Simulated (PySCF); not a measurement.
Run record: geometry optimisation, VIMe3 (`[CH3][V]([CH3])([CH3])[I]`) [radical].

Method: PBE0-D3(BJ)/def2-SVP geometry optimisation, gas phase, def2 core potentials past Kr (PySCF 2.14.0). Start geometry: GFN2-xTB. A driver script takes a list of jobs; this job's settings line and coordinates (Å) are shown.

Input:
```
{"job": {"xc": "PBE0", "basis": "def2-SVP", "d3": "d3bj", "grid": 1, "maxiter": 40, "kind": "geom"}, "charge": 0, "multiplicity": 2}
V      0.003700     0.004300     0.493290
I      0.015480     0.020070     3.026440
C      1.885800     0.006450    -0.205580
H      2.440080     0.871530     0.179970
H      1.870780     0.055400    -1.300930
H      2.410500    -0.907220     0.101440
C     -0.951780     1.627810    -0.200360
H     -1.993140     1.638670     0.145540
H     -0.942600     1.618810    -1.296660
H     -0.459580     2.543670     0.151010
C     -0.936950    -1.638090    -0.176660
H     -1.984890    -1.640220     0.148010
H     -0.451950    -2.543950     0.207290
H     -0.905460    -1.657220    -1.272810
```

Output:
```
step   0  E = -1360.88830875  max force = 0.005705
step   1  E = -1360.89012372  max force = 0.006028
step   2  E = -1360.89069358  max force = 0.004545
step   3  E = -1360.89090646  max force = 0.002548
step   4  E = -1360.89095882  max force = 0.001212
step   5  E = -1360.89100009  max force = 0.000933
step   6  E = -1360.89104447  max force = 0.001285
step   7  E = -1360.88996383  max force = 0.010703
step   8  E = -1360.89103402  max force = 0.005724
step   9  E = -1360.89121036  max force = 0.002664
step  10  E = -1360.89134222  max force = 0.002608
step  11  E = -1360.89158216  max force = 0.003307
step  12  E = -1360.89182011  max force = 0.001110
step  13  E = -1360.89186724  max force = 0.000848
step  14  E = -1360.89192444  max force = 0.000508
step  15  E = -1360.89193874  max force = 0.000354
optimisation converged
```

Energies in Eh; «max force» is the largest Cartesian gradient component in Eh/bohr.

Problem. How much energy does the optimisation release, in kcal/mol?

Solution. E(step 0) − E(last step) = 0.003630 Eh, which is 2.3 kcal/mol.

Problem. At which steps does the energy rise by more than 1e-5 Eh?

Solution. At step 7 (+1.08 mEh).

Main results: final energy -1360.89194 Eh after 15 steps; dipole 2.45 D.

Problem. How long does this job take on one thread of an x86-64 server, no GPU (shared host)?

Solution. About 5.2 min.
Labels such as C1 count atoms from 1, the log's own numbers from 0.

Caution for open-shell metal species: one SCF solution and one stationary point were followed, and a lower state or a bent or distorted shape isn't ruled out.
